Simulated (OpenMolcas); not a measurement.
Ni3+ among 5 point charges of -2 e arranged as a trigonal bipyramid (D3h). The axial distance is 1.2 times the equatorial one, R.

```json
{"Program": "OpenMolcas 26.06", "Method": "CASSCF", "Basis": "ANO-RCC-VTZP [6s5p3d2f1g]", "Scalar Hamiltonian": "DKH2, point nucleus", "Active space": "7 electrons in 5 orbitals (3d)", "State averaging": "2S+1 = 4 even, 10 roots; 2S+1 = 2 even, 40 roots", "Spin-orbit coupling": "RASSI with atomic mean-field integrals over the reference wave functions"}
```

All point charges move together. At R = 1.6 Å the first state of the same spin is 2284 cm-1, and at R = 1.89 Å it is 1032 cm-1.

Task: A third run gives 1767 cm-1. What distance was it run at?

Result: With a power law R^-n the two known points give n = -ln(1032 / 2284) / ln(1.89 / 1.6) = 4.77. Then R = 1.6 × (2284 / 1767)^(1/4.77) = 1.688 Å. The run was at 1.69 Å, so the estimate is off by -0.002 Å.

Without dynamic correlation the repulsion within the d shell is too large (B by tens of per cent), so at a given field states of lower spin stand too high. Point charges give a weaker field than real ligands, and real ions of this kind are often low spin; the high spin found here belongs to the model. The ground term spreads over less than 5000 cm-1, several times less than with real ligands, so orbital moments are less quenched and χT lies further from the spin-only value than at real sites (holds for R = 1.69; R = 1.89). This is an electrostatic model: the charges have no orbitals. No measured value stands beside these numbers.
